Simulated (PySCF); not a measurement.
Ionisation energy of Ge⁺ by level of theory

Ge⁺ [Ar] 3d10 4s2 4p1 (2P) → Ge²⁺ [Ar] 3d10 4s2 (1S), as a difference of total energies. Calculation: PySCF 2.14, in x2c-TZVPPall; the spin-free X2C one-electron Hamiltonian (Gaussian nucleus). Correlated levels: valence: [Ar] 3d10 frozen; valence and next inner shell: [Ne] frozen. The calculations carry no spin-orbit coupling.

```
                                method  ionisation energy (eV)  plus first-order spin-orbit estimate  error of that sum (eV)
                                   UHF                  15.199                                15.330                  -0.605
                                   LDA                  15.850                                15.981                  +0.046
                                   PBE                  15.739                                15.870                  -0.065
                                  PBE0                  15.762                                15.893                  -0.042
                                r2SCAN                  15.920                                16.051                  +0.116
                                  MN15                  15.814                                15.945                  +0.010
                                 TPSSh                  15.768                                15.899                  -0.036
                                  TPSS                  15.762                                15.893                  -0.042
                               r2SCANh                  15.914                                16.045                  +0.110
                         MP2 (valence)                  15.437                                15.568                  -0.367
                     SCS-MP2 (valence)                  15.426                                15.557                  -0.378
    MP2 (valence and next inner shell)                  15.576                                15.707                  -0.228
SCS-MP2 (valence and next inner shell)                  15.520                                15.651                  -0.284
```

Reference: 15.935 eV (measured; NIST Atomic Spectra Database, ionization energies).

A first-order spin-orbit estimate (lowest level to lowest level, LS coupling) adds 0.131 eV.

Errors of the correlated levels include the incompleteness of this basis and the frozen core.
